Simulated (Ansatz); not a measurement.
Reactions of C3H4AlFO, SMILES `C#[C][Al]([OH])[CH2]F`.

Isolated molecules relaxed with PBE0-D4/def2-TZVP in Ansatz; ΔE leaves out vibrations. CCSD(T)/CBS is the MP2 limit (def2-TZVPP, def2-QZVPP) plus CCSD(T) − MP2 in def2-TZVPP, frozen cores. This one scheme is used for every species, atoms too. For atomizations the MP2-based limit and the directly extrapolated one differ by several kJ/mol either way, and by 10 to 25 for some Ge, Se and Sn compounds, so smaller differences from it don't rank the levels. No spin–orbit coupling; open shells (•) take unrestricted orbitals. Spin–orbit coupling would lower the free atoms: a little for Al, C, F, O. For Ga outer-core shells are correlated without core-valence functions, so the limit isn't a true one: a few kJ/mol of doubt a bond, and 10 to 20 or more in all where bonds break to atoms. Scalar relativity is left out up to krypton. Each species was taken in one conformer, which may not be the lowest.

Problem. Order these by ΔE at CCSD(T)/CBS, lowest first. (Best estimate.)
A. `C#[C][Al]([OH])[CH2]F` + H₂S → `C#CS` + `[OH][AlH][CH2]F`
B. `C#[C][Al]([OH])[CH2]F` + `[GaH3]` → `[OH][Al]([GaH2])[CH2]F` + `C#C`
C. `C#[C][Al]([OH])[CH2]F` + H₂O → `C#[C][Al]([OH])[OH]` + `CF`
D. `C#[C][Al]([OH])[CH2]F` → Al• + 3 C• + F• + 4 H• + O•
E. `C#[C][Al]([OH])[CH2]F` + `CCCO` → `CCCOCF` + `C#[C][AlH][OH]`
F. `C#[C][Al]([OH])[CH2]F` + H₂ → `[OH][AlH][CH2]F` + `C#C`
G. `C#[C][Al]([OH])[CH2]F` + `C[SiH2]BS` → `C#CSB[SiH2]C` + `[OH][AlH][CH2]F`
H. `C#[C][Al]([OH])[CH2]F` + H₂ → `C#[C][AlH][OH]` + `CF`

Solution. C (-159.1 kJ/mol), H (-42.2 kJ/mol), E (+7.3 kJ/mol), B (+35.9 kJ/mol), F (+47.3 kJ/mol), A (+111.2 kJ/mol), G (+142.1 kJ/mol), D (+4085.4 kJ/mol).

Largest T1 diagnostic: 0.018, for Al•.
